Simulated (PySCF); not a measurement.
Telling isomers of C₈H₁₆N₂ apart by NMR

- GFN2-xTB geometry
- PBE0/pcSseg-1 with gauge-including orbitals
- program: PySCF 2.14.0 with density-fitted response routines
- single conformer, equivalent nuclei averaged, non-relativistic, in vacuum

Referencing at the same level of theory: $^{1}$H (σref 31.72) and $^{13}$C (σref 186.93) against TMS. Where no couplings were computed, multiplicities follow the n + 1 count of equivalent neighbours, and m marks all less simple cases (inequivalent or close neighbours, rings, F or P nearby). Shifts are as computed. Against solution values, carbons near 30 ppm lie about +3 ppm off and those near 130 ppm about +5 ppm. Of 1211 compounds with measured shifts, 218 miss one by over three times the rms of a fit or turn the order of signals round; such compounds aren't used in these exercises. OH and NH positions are gas-phase values without hydrogen bonding to other molecules.

(1) Tabulate the signals of `CN1C[C@@H](C(C)(C)C)C=N1`, `CN/N=C(\C(C)C)C1CC1`, `C=C[C@H]1CCCN(C)N1C` and their relative energies.

(2) What is the quickest way to tell CN/N=C(\C(C)C)C1CC1 from C=C[C@H]1CCCN(C)N1C?

(3) What is the quickest way to tell CN1C[C@@H](C(C)(C)C)C=N1 from CN/N=C(\C(C)C)C1CC1?

(4) What is the quickest way to tell CN1C[C@@H](C(C)(C)C)C=N1 from C=C[C@H]1CCCN(C)N1C?

## Answers

(1) 
```json
{"SMILES": "CN1C[C@@H](C(C)(C)C)C=N1", "carbon types": "1×C 2×CH 1×CH2 4×CH3", "δC": "137.3, 62.2, 56.5, 42.2, 35.8, 28.4", "δH": "6.20 (d, 1H), 3.37 (m, 1H), 3.02 (s, 3H), 2.82 (m, 1H), 2.76 (m, 1H), 0.90 (s, 9H)", "E rel. (kcal/mol)": "0.0"}
{"SMILES": "CN/N=C(\\C(C)C)C1CC1", "carbon types": "1×C 2×CH 2×CH2 3×CH3", "δC": "148.8, 41.5, 28.0, 21.7, 12.1, 11.3", "δH": "4.11 (br s, 1H), 3.18 (s, 3H), 2.57 (sept, 1H), 1.11 (d, 6H), 1.09 (m, 1H), 0.72 (m, 2H), 0.53 (m, 2H)", "E rel. (kcal/mol)": "21.8"}
{"SMILES": "C=C[C@H]1CCCN(C)N1C", "carbon types": "2×CH 4×CH2 2×CH3", "δC": "149.4, 124.2, 56.9, 52.8, 47.6, 44.9, 25.8, 23.2", "δH": "5.97 (m, 1H), 5.45 (m, 1H), 5.39 (m, 1H), 3.34 (m, 1H), 3.04 (m, 1H), 2.68 (s, 3H), 2.53 (s, 3H), 2.10 (m, 1H), 1.85 (m, 1H), 1.82 (m, 1H), 1.66 (m, 1H), 1.37 (m, 1H)", "E rel. (kcal/mol)": "27.5"}
```

Energies are electronic energies at PBE0/pcSseg-1 on these geometries, without zero-point or thermal terms, each for the one conformer computed, which needn't be the lowest.

(2) Count the carbon signals: 6 against 8. The first has a C=N carbon (C) at 148.8 ppm, the second an alkene CH at 149.4 ppm. In the proton spectra the most deshielded non-exchanging signals are 3.18 (s, 3H) and 5.97 (m, 1H).

(3) Both give the same number of carbon signals, but DEPT or the intensities differ. The first has a C=N carbon (CH) at 137.3 ppm, the second a C=N carbon (C) at 148.8 ppm. In the proton spectra the most deshielded non-exchanging signals are 6.20 (d, 1H) and 3.18 (s, 3H).

(4) Count the carbon signals: 6 against 8. The first has a quaternary sp3 carbon (C) at 35.8 ppm, the second a terminal =CH2 carbon at 124.2 ppm. Their most deshielded carbons lie at 137.3 and 149.4 ppm.
